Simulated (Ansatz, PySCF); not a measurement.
Gas-phase reaction in SMILES: C[Si](C)F -> [CH2][SiH](C)F
Geometries: B3LYP-D3(BJ)/def2-TZVP minima from Ansatz (a quantum-chemistry and plane-wave program), one conformer each, not searched for the lowest. Frequencies are from Ansatz or PySCF.

Property: isomerisation energy (enthalpy at 298 K, with B3LYP-D3(BJ) rigid-rotor harmonic-oscillator terms), in kJ/mol. Valence correlation only, unless marked. UHF or UKS for open shells. Spin-orbit coupling is left out. Non-relativistic. CBS marks a two-point X^-3 extrapolation of the correlation energy; Hartree-Fock from the larger set. [CCSD(T)-MP2]/basis is that difference in the basis named.

```tsv
level	program	isomerisation energy (kJ/mol)
HF/cc-pV(D+d)Z	Ansatz	-8.1
r2SCAN/def2-TZVPD	Ansatz	26.2
PBE0/def2-TZVP	Ansatz	32.7
PBE0/def2-QZVPP	Ansatz	33.6
LC-wPBE/def2-TZVPD	Ansatz	29.6
RI-MP2/cc-pV(T+d)Z	Ansatz	33.5
RI-MP2/cc-pV(Q+d)Z	Ansatz	33.4
SCS-MP2/cc-pVTZ	Ansatz	28.1
CCSD(T)/6-31G	Ansatz	55.2
RI-MP2/CBS(cc-pV(T+d)Z,cc-pV(Q+d)Z)+[CCSD(T)-MP2]/cc-pV(T+d)Z	Ansatz	23.1
```
